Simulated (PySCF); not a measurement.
# Working out the excitation energy of Li

Li [He] 2s1 (2S) → Li [He] 2p1 (2P). Calculation: PySCF 2.14, in x2c-QZVPPall; scalar relativity by spin-free X2C-1e. Frozen: nothing. Energies in hartree (1 hartree = 27.21139 eV):

| part | Li (lower) | Li (upper) |
| --- | --- | --- |
| UHF | -7.433413 | -7.365691 |
| MP2 opposite-spin | -0.019823 | -0.019809 |
| MP2 same-spin | -0.000427 | -0.000526 |

What does Hartree-Fock give?

(-7.365691) − (-7.433413) = 0.067722 hartree = 1.843 eV.

What do MP2 and SCS-MP2 (6/5 opposite-spin, 1/3 same-spin) give?

The opposite-spin parts differ by 0.000 eV and the same-spin parts by -0.003 eV. MP2: 1.843 + (0.000) + (-0.003) = 1.840 eV. SCS-MP2: 1.843 + 1.2 × (0.000) + (-0.003)/3 = 1.842 eV.

Measured between the centres of the two terms (NIST): 1.848 eV, so MP2 (valence and next inner shell) is off by -0.008 eV.

What remains against the reference includes basis incompleteness and correlation beyond second order.
